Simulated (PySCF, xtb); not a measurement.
C4H6BF, SMILES C#CB(F)CC.

GFN2-xTB in xtb at its own geometry gives an orbital gap of 4.05 eV and a dipole moment of 1.53 D.

The structure is a stationary point at PBE0-D3(BJ)/def2-SVP. The structure was generated by enumeration, and PubChem lists no compound with its InChIKey, so it may never have been made. The values are those of a single conformer.

Problem. What does PySCF with B3LYP/def2-TZVP give? (The exact figures need the calculation; the answer reports its results.)

Solution. gap 6.40 eV (levels -8.10 and -1.70 eV), dipole 1.54 D.
